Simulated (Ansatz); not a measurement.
Input for Ansatz (a quantum-chemistry and plane-wave program): R-CCSD(T)/def2-SVP on CH4OPb (SMILES C[O][PbH]), a point of a torsion scan. Elements past Kr take the def2 small-core potentials; no spin–orbit coupling. The run froze 11 orbitals, filled d shells among them.

Ansatz 0.2 input:
```yaml
crystal:
  periodic: [false, false, false]
  atoms:
    - {symbol: C, position_ang: [-0.91921996, -0.27506041, 0.03849880]}
    - {symbol: O, position_ang: [0.33937660, 0.27387875, -0.00545180]}
    - {symbol: Pb, position_ang: [2.21894897, 1.05670862, -0.05080624]}
    - {symbol: H, position_ang: [-0.98687894, -1.15928284, -0.61356433]}
    - {symbol: H, position_ang: [-1.66491089, 0.45707897, -0.30014120]}
    - {symbol: H, position_ang: [-1.18666143, -0.57421207, 1.06211815]}
    - {symbol: H, position_ang: [2.15348836, 2.04584149, 1.54657810]}
basis:
  gaussian:
    orbitals: def2-SVP
magnetization: {spin_polarized: false}
correlation: {method: ccsd_t, electrons: outside_noble_gas}
scf: {lower_state_search: off}
```

Task: What total energy does the run end on?

Result: -307.1969 hartree (reference determinant -306.7590, T1 diagnostic 0.022).
